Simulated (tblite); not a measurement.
Compound: C₆H₇ClN (charge +1).
Bonds: C1–N2, N2–C3 (aromatic), C3–C4 (aromatic), C4–C5 (aromatic), C5–C6 (aromatic), C6–Cl7, C6–C8 (aromatic), N2–C8 (aromatic). Hydrogens: H9, H10, H11 on C1; H12 on C3; H13 on C4; H14 on C5; H15 on C8.
Bond orders are those of one Lewis drawing.

Computed with GFN2-xTB (tblite), gas phase: Langevin dynamics at 600 K from the optimised GFN2-xTB geometry, time step 0.5 fs, friction 0.01 fs⁻¹, 2000 steps.

Start geometry:
```
atom  x, y, z in Å
C1      2.151   -0.068    0.115
N2      0.708   -0.060    0.021
C3      0.028   -1.207   -0.050
C4     -1.354   -1.208   -0.115
C5     -2.044   -0.009   -0.106
C6     -1.317    1.185   -0.033
Cl7    -2.091    2.704   -0.021
C8      0.071    1.114    0.029
H9      2.582    0.664   -0.568
H10     2.547   -1.051   -0.129
H11     2.459    0.189    1.130
H12     0.593   -2.128   -0.054
H13    -1.883   -2.146   -0.172
H14    -3.122    0.014   -0.154
H15     0.667    2.013    0.087
```

The statistics below take the 31 frames saved every 25 fs from 250 to 1000 fs; their kinetic temperature (all 3N coordinates) averages 652 K.

Problem. Give the mean, spread and extremes of the bond lengths.

Solution. 
```
  bond  start (Å)  mean (Å)  standard deviation (Å)  shortest (Å)  longest (Å)
 C1–N2      1.446     1.468                   0.056         1.363        1.559
 N2–C3      1.335     1.340                   0.036         1.261        1.416
 C3–C4      1.384     1.386                   0.035         1.324        1.470
 C4–C5      1.384     1.393                   0.047         1.304        1.521
 C5–C6      1.399     1.403                   0.050         1.320        1.503
C6–Cl7      1.706     1.715                   0.064         1.580        1.860
 C6–C8      1.391     1.408                   0.028         1.352        1.463
 N2–C8      1.336     1.334                   0.037         1.276        1.407
 C1–H9      1.090     1.092                   0.042         1.043        1.209
C1–H10      1.087     1.097                   0.046         1.000        1.183
C1–H11      1.092     1.091                   0.041         1.032        1.184
C3–H12      1.080     1.090                   0.031         1.023        1.144
C4–H13      1.079     1.093                   0.069         0.976        1.249
C5–H14      1.079     1.094                   0.057         0.966        1.174
C8–H15      1.080     1.091                   0.053         0.995        1.187
```

Problem. Give the same statistics for bond angles, one of each kind among heavy atoms.

Solution. 
```csv
angle,start (°),mean (°),standard deviation (°),smallest (°),largest (°)
C1–N2–C3,120.5,120.7,5.7,112.1,133.2
C1–N2–C8,118.7,117.9,5.2,108.9,127.4
C3–N2–C8,120.8,120.6,4.4,113.1,130.6
N2–C3–C4,120.7,120.9,3.8,112.2,129.7
C3–C4–C5,119.8,119.1,4.2,109.6,124.7
C4–C5–C6,118.7,118.3,4.1,110.4,128.5
C5–C6–Cl7,121.6,121.6,6.5,109.4,140.6
C5–C6–C8,118.5,118.3,4.1,107.8,125.2
Cl7–C6–C8,119.8,119.6,5.8,111.0,131.3
N2–C8–C6,121.3,120.7,4.3,113.7,131.0
```

Problem. How widely does the potential energy scatter, against a harmonic estimate?

Solution. Mean 1.17 eV above the start, standard deviation 0.263 eV, range 0.60 to 1.67 eV. For 39 classical harmonic modes at 600 K the canonical values are 39kT/2 = 1.01 eV and kT·√(39/2) = 0.228 eV.

The run is classical and short, so these are rough statistics of one trajectory.

The cost below is that of the whole dynamics run. Time: 14 s wall; peak memory 0.18 GiB. Hardware: one thread, Arm Neoverse V1 (aarch64), shared host.
